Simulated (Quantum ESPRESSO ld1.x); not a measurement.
Values are calculated unless marked as measured or tabulated.
Q: Coherent X-ray form factor from a spherical all-electron density. Code: ld1.x of Quantum ESPRESSO 7.5. Model: Dirac Kohn-Sham, PBEsol, spin-unpolarised, spherical densities, point nucleus.

| sin(theta)/lambda (1/angstrom) | f0 (electrons) |
|---|---|
| 0.05 | 43.450 |
| 0.1 | 41.905 |
| 0.15 | 39.641 |
| 0.2 | 36.987 |
| 0.25 | 34.241 |
| 0.3 | 31.609 |
| 0.4 | 27.100 |
| 0.5 | 23.711 |
| 0.6 | 21.216 |
| 0.8 | 17.688 |
| 1 | 14.870 |
| 1.25 | 11.760 |
| 1.5 | 9.289 |
| 2 | 6.462 |

The species is in the configuration that NIST lists as its ground one. Which atom or ion scatters so?

A: The palladium ion Pd2+, [Kr] 4d8. Extrapolating in s^2 from the first two rows gives f0(0) = 44.0, near the electron count 44; among species with that count, the fall with angle is slower the higher Z, and the table is that of Z = 46; from so few rows the species is fixed only to a neighbour or two.
